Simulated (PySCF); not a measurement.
Compound: C₈H₉P.
Cartesian coordinates in Å at the PBE0-D3(BJ)/def2-SVP level; atoms count from 1:
```
atom  x, y, z in Å
C1    -2.8006    0.6517   -0.1435
C2    -1.4292    0.6526    0.0795
C3    -0.5325   -0.2673   -0.4827
C4     0.9103   -0.1461   -0.1504
C5     1.9843   -0.4757   -1.1577
C6     1.7835   -1.3647    0.0214
C7    -1.0015   -1.2773   -1.3378
C8    -2.3341   -1.4486   -1.6859
P9    -3.6669   -0.4692   -1.1478
H10   -3.3948    1.4240    0.3565
H11   -1.0122    1.4214    0.7394
H12    1.1317    0.6910    0.5179
H13    1.6562   -0.8286   -2.1396
H14    2.8662    0.1695   -1.1853
H15    2.5244   -1.3492    0.8249
H16    1.3129   -2.3397   -0.1351
H17   -0.2724   -1.9783   -1.7594
H18   -2.5769   -2.2753   -2.3624
```

The closed-shell ground state was solved at several levels (PySCF, density fitting, gas phase, non-relativistic).

| level | basis functions | HOMO (eV) | LUMO (eV) | gap (eV) | dipole (D) |
| --- | --- | --- | --- | --- | --- |
| PBE0/pcSseg-1 | 205 | -6.65 | -1.36 | 5.29 | 2.52 |
| wB97X-D/pcSseg-1 | 205 | -8.33 | 0.26 | 8.59 | 2.50 |

Task: What might CAM-B3LYP/def2-SVPD (256 basis functions) give for the same quantities?

Result: HOMO -7.70 eV, LUMO -0.29 eV, gap 7.41 eV, dipole 2.38 D.

Task: Over all these levels, which gives the widest orbital gap and which the narrowest?

Result: wB97X-D/pcSseg-1 (range-separated hybrid) has the widest, 8.59 eV, and PBE0/pcSseg-1 (global hybrid, 25 % exact exchange) the narrowest, 5.29 eV. The two share the basis. From the narrowest to the widest the HOMO moves by -1.68 eV and the LUMO by +1.62 eV.

Task: How far do the dipole and the HOMO energy spread over the levels?

Result: The dipole runs from 2.38 to 2.52 D (mean 2.47 D) and the HOMO from -8.33 to -6.65 eV.

One conformer stands for the species.
